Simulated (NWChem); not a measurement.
System: SiH, doublet; SMILES [SiH]

Here is an NWChem input.

```
start job
memory heap 200 mb stack 900 mb global 1100 mb
geometry units angstroms noautosym nocenter noautoz
  Si     0.000000     0.000000    -0.128985
  H      0.000000     0.000000     1.442593
end
basis spherical
  Si library def2-svp
  H library def2-svp
end
dft
  odft
  mult 2
  xc pbe0
  iterations 150
end
cosmo
  do_cosmo_smd true
  solvent clbenzen
end
task dft energy
```

The state is orbitally degenerate and is run as one real component. Geometry: optimised at B3LYP/6-31G* (spherical d), spin-unrestricted. No stability test was run on the SCF state. Solvent: chlorobenzene.

Level: PBE0/def2-SVP with SMD (1 M gas to 1 M solution), gas-phase geometry. Reactions with the solvent are ignored.

### Question
What results follow from this input? (PBE0/def2-SVP, spin-unrestricted, SMD on the gas-phase geometry.) Quantities: solvation free energy (kcal/mol); cavity-dispersion-structure term (kcal/mol); dipole in solution (D).

### Answer
- solvation free energy (kcal/mol) = -2.0
- cavity-dispersion-structure term (kcal/mol) = -0.8
- dipole in solution (D) = 0.26
